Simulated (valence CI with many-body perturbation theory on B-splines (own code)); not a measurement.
E1 transitions of Ag XVII

Method: relativistic CI+MBPT: three valence electrons over a frozen Dirac-Fock core [Ar] 3d10, radial functions for each j: 11 s, 11 p, 10 d, 8 f, 5 g, 2 h, with the one-electron correlation potential Σ1 (screened to all orders), the two-electron term Σ2, the three-electron term Σ3, Breit, model QED; selected single and double excitations, second order for the rest, scaled by the run's own slope (own B-spline code, finite nucleus).

No measured spectrum was set against this ion. As an estimate, levels hold to about 250 cm⁻¹ or 0.2 % of their energy and the worst to 1 %, as in measured heavy ions of charge 2 to 7; those with d or f electrons hold less well.

Lines 101 to 150 of 557 in falling wavelength, among levels below 1859600 cm⁻¹, chosen from the strongest by gf and those to the six lowest levels. Wavelengths and rates use the calculated energies, so an error of 1000 cm⁻¹ moves a line at 26.37 nm by 0.26 % and its rate by three times that or more. Electric multipoles are in the length gauge, E1 and E2 with the static RPA response of the core. Weak lines are less certain than strong ones. Lines between different terms over intervals too small for the method are left out, as are lines whose strength nearly cancels. Where a level lies close to another of its J and parity, the split of strength between their lines is uncertain. The highest levels of a list are the least certain.

Names give the largest LS component (configuration and term), which can be under half, so a name can repeat, a term be missing and a line seem to break the LS rules; names also repeat where a configuration has a term twice. Letters in brackets count levels of one name in rising energy.

| λ vac (nm) | Upper | Lower | A (s⁻¹) | S (a.u.) |
| --- | --- | --- | --- | --- |
| 26.37 | 4p³ ⁴S°_3/2 [a] | 4s4p² ⁴P_3/2 | 6.54e+09 | 2.37e-01 |
| 26.30 | 4s4p² ²D_3/2 | 4s²4p ²P°_1/2 | 1.33e+10 | 4.77e-01 |
| 26.29 | 4s4p4d ²F°_7/2 [b] | 4s²4d ²D_5/2 | 1.60e+10 | 1.14e+00 |
| 26.23 | 4p4d² ⁴F°_7/2 [a] | 4s4p4f ⁴G_7/2 | 4.84e+09 | 3.45e-01 |
| 26.21 | 4p4d² ⁴F°_9/2 | 4s4d² ⁴F_9/2 [a] | 6.66e+09 | 5.92e-01 |
| 26.15 | 4p²4f ⁴F°_9/2 | 4s4p4f ²F_7/2 [a] | 6.35e+09 | 5.60e-01 |
| 26.14 | 4p4d² ²G°_7/2 | 4s4p4f ⁴G_9/2 | 4.50e+09 | 3.17e-01 |
| 26.09 | 4p4d² ²G°_9/2 [a] | 4s4p4f ⁴F_7/2 [a] | 5.69e+09 | 4.98e-01 |
| 26.01 | 4p²4f ⁴G°_11/2 | 4s4p4f ⁴G_9/2 | 5.26e+09 | 5.48e-01 |
| 25.96 | 4p²4d ⁴F_9/2 | 4s4p4d ⁴F°_7/2 | 4.86e+09 | 4.19e-01 |
| 25.80 | 4p²4d ²F_7/2 [a] | 4s4p4d ⁴F°_5/2 | 4.16e+09 | 2.82e-01 |
| 25.63 | 4p²4d ²D_3/2 [a] | 4s4p4d ⁴D°_5/2 | 7.93e+09 | 2.63e-01 |
| 25.59 | 4p²4d ²D_3/2 [c] | 4s4p4d ²F°_5/2 [b] | 1.57e+10 | 5.19e-01 |
| 25.54 | 4p²4d ²D_5/2 [b] | 4s4p4d ²F°_7/2 [a] | 2.10e+10 | 1.03e+00 |
| 25.46 | 4p²4f ⁴G°_7/2 | 4s4p4f ⁴F_7/2 [a] | 4.93e+09 | 3.21e-01 |
| 25.45 | 4p²4f ²D°_5/2 [b] | 4s4p4f ⁴G_5/2 [b] | 6.14e+09 | 3.00e-01 |
| 25.44 | 4s4p4d ²F°_5/2 [b] | 4s²4d ²D_3/2 | 2.09e+10 | 1.02e+00 |
| 25.40 | 4p²4f ⁴F°_3/2 | 4s4p4f ⁴G_5/2 [b] | 8.39e+09 | 2.71e-01 |
| 25.39 | 4p²4d ²D_5/2 [c] | 4s4p4d ²F°_7/2 [b] | 9.77e+09 | 4.74e-01 |
| 25.39 | 4p²4d ⁴D_5/2 | 4s4p4d ⁴F°_7/2 | 8.19e+09 | 3.97e-01 |
| 25.35 | 4p²4f ⁴G°_7/2 | 4s4p4f ⁴G_5/2 [a] | 6.06e+09 | 3.90e-01 |
| 25.34 | 4p4d² ⁴S°_3/2 | 4s4d² ⁴P_1/2 | 8.09e+09 | 2.60e-01 |
| 25.32 | 4p4d² ²G°_7/2 | 4s4d² ⁴F_9/2 [a] | 4.28e+09 | 2.74e-01 |
| 25.30 | 4p4d² ²F°_7/2 | 4s4p4f ⁴G_9/2 | 5.54e+09 | 3.54e-01 |
| 25.27 | 4p³ ⁴S°_3/2 [b] | 4s4p² ⁴P_5/2 | 1.02e+10 | 3.26e-01 |
| 25.20 | 4p4d² ²F°_7/2 | 4s4d² ⁴F_5/2 | 4.17e+09 | 2.64e-01 |
| 25.17 | 4p²4f ⁴D°_1/2 | 4s4p4f ⁴F_3/2 | 2.02e+10 | 3.17e-01 |
| 25.10 | 4p²4f ⁴D°_3/2 | 4s4p4f ⁴F_3/2 | 1.04e+10 | 3.24e-01 |
| 25.06 | 4p³ ²P°_1/2 | 4s4p² ²D_3/2 | 2.83e+10 | 4.40e-01 |
| 25.04 | 4p²4f ²F°_5/2 [b] | 4s4p4f ²G_7/2 [a] | 1.20e+10 | 5.59e-01 |
| 25.03 | 4p²4f ⁴F°_9/2 | 4s4p4f ⁴G_11/2 | 7.65e+09 | 5.92e-01 |
| 25.00 | 4p³ ²D°_5/2 | 4s4p² ⁴P_5/2 | 4.00e+09 | 1.85e-01 |
| 24.98 | 4p²4d ⁴D_7/2 | 4s4p4d ⁴F°_9/2 | 8.29e+09 | 5.10e-01 |
| 24.96 | 4p²4d ²P_3/2 [a] | 4s4p4d ⁴F°_3/2 | 1.17e+10 | 3.58e-01 |
| 24.95 | 4p4d² ⁴D°_7/2 [c] | 4s4p4f ⁴D_7/2 | 6.98e+09 | 4.28e-01 |
| 24.94 | 4p²4d ⁴P_5/2 | 4s4p4d ⁴D°_3/2 | 5.97e+09 | 2.74e-01 |
| 24.91 | 4p²4d ²D_3/2 [a] | 4s4p4d ²F°_5/2 [a] | 9.94e+09 | 3.03e-01 |
| 24.70 | 4p4d² ⁴F°_5/2 | 4s4p4f ⁴G_5/2 [a] | 6.84e+09 | 3.05e-01 |
| 24.60 | 4p²4d ²G_9/2 | 4s4p4d ⁴F°_9/2 | 1.02e+10 | 7.53e-01 |
| 24.57 | 4p²4f ⁴F°_5/2 | 4s4p4f ²G_7/2 [a] | 6.58e+09 | 2.89e-01 |
| 24.56 | 4p²4d ⁴P_5/2 | 4s4p4d ⁴P°_5/2 | 1.12e+10 | 4.89e-01 |
| 24.49 | 4p²4f ⁴F°_3/2 | 4s4p4f ⁴G_5/2 [a] | 1.03e+10 | 2.99e-01 |
| 24.45 | 4p²4d ²G_7/2 | 4s4p4d ⁴F°_7/2 | 4.92e+09 | 2.84e-01 |
| 24.39 | 4p4d² ²G°_9/2 [b] | 4s4p4f ²G_7/2 [a] | 6.74e+09 | 4.82e-01 |
| 24.26 | 4s4p5s ²P°_1/2 [b] | 4s²5s ²S_1/2 | 5.53e+10 | 7.79e-01 |
| 24.22 | 4p³ ⁴S°_3/2 [a] | 4s4p² ⁴P_1/2 | 8.93e+09 | 2.51e-01 |
| 24.22 | 4p³ ²P°_3/2 | 4s4p² ²D_5/2 | 1.45e+10 | 4.07e-01 |
| 24.19 | 4p²4d ⁴D_5/2 | 4s4p4d ⁴F°_5/2 | 1.06e+10 | 4.43e-01 |
| 24.18 | 4p²4f ⁴F°_9/2 | 4s4p4f ⁴D_7/2 | 3.93e+09 | 2.74e-01 |
| 24.15 | 4s4p5s ²P°_3/2 [b] | 4s²5s ²S_1/2 | 5.39e+10 | 1.50e+00 |
